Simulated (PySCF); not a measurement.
# Br²⁺ (bromine, charge +2) across methods

[Ar] 3d10 4s2 4p3, high-spin 4S determinant. All numbers are calculated (PySCF 2.14, scalar relativity by spin-free X2C-1e, in aug-cc-pVDZ-DK (6s5p3d, 36 functions)). The B2PLYP total includes its PT2 part (frozen core); its orbital energies are those of the SCF part.

```json
{"method": "PBE", "E (hartree)": "-2604.533", "mean ε 4s α (eV)": "-43.075", "mean ε 4s β (eV)": "-39.832", "mean ε 4p α (eV)": "-29.430", "Σ⟨r²⟩ (bohr²)": "25.03", "⟨S²⟩": "3.750"}
{"method": "wB97X", "E (hartree)": "-2604.940", "mean ε 4s α (eV)": "-48.466", "mean ε 4s β (eV)": "-44.163", "mean ε 4p α (eV)": "-33.409", "Σ⟨r²⟩ (bohr²)": "24.91", "⟨S²⟩": "3.750"}
{"method": "UHF", "E (hartree)": "-2603.16187", "mean ε 4s α (eV)": "-53.028", "mean ε 4s β (eV)": "-43.397", "mean ε 4p α (eV)": "-35.173", "Σ⟨r²⟩ (bohr²)": "25.22", "⟨S²⟩": "3.751"}
{"method": "TPSS", "E (hartree)": "-2604.796", "mean ε 4s α (eV)": "-43.454", "mean ε 4s β (eV)": "-39.662", "mean ε 4p α (eV)": "-29.594", "Σ⟨r²⟩ (bohr²)": "24.99", "⟨S²⟩": "3.750"}
{"method": "wB97M-V", "E (hartree)": "-2604.668", "mean ε 4s α (eV)": "-48.255", "mean ε 4s β (eV)": "-43.645", "mean ε 4p α (eV)": "-33.225", "Σ⟨r²⟩ (bohr²)": "25.08", "⟨S²⟩": "3.750"}
{"method": "PBE0", "E (hartree)": "-2604.591", "mean ε 4s α (eV)": "-45.802", "mean ε 4s β (eV)": "-41.101", "mean ε 4p α (eV)": "-31.077", "Σ⟨r²⟩ (bohr²)": "25.01", "⟨S²⟩": "3.750"}
{"method": "LDA", "E (hartree)": "-2601.122", "mean ε 4s α (eV)": "-43.156", "mean ε 4s β (eV)": "-40.338", "mean ε 4p α (eV)": "-29.462", "Σ⟨r²⟩ (bohr²)": "25.01", "⟨S²⟩": "3.750"}
{"method": "r2SCAN", "E (hartree)": "-2604.856", "mean ε 4s α (eV)": "-44.258", "mean ε 4s β (eV)": "-39.867", "mean ε 4p α (eV)": "-30.022", "Σ⟨r²⟩ (bohr²)": "24.96", "⟨S²⟩": "3.750"}
```

(1) Estimate the same row for B2PLYP.

Answers

(1) E (hartree) = -2604.445; mean ε 4s α (eV) = -48.391; mean ε 4s β (eV) = -42.279; mean ε 4p α (eV) = -32.451; Σ⟨r²⟩ (bohr²) = 25.10; ⟨S²⟩ = 3.750.
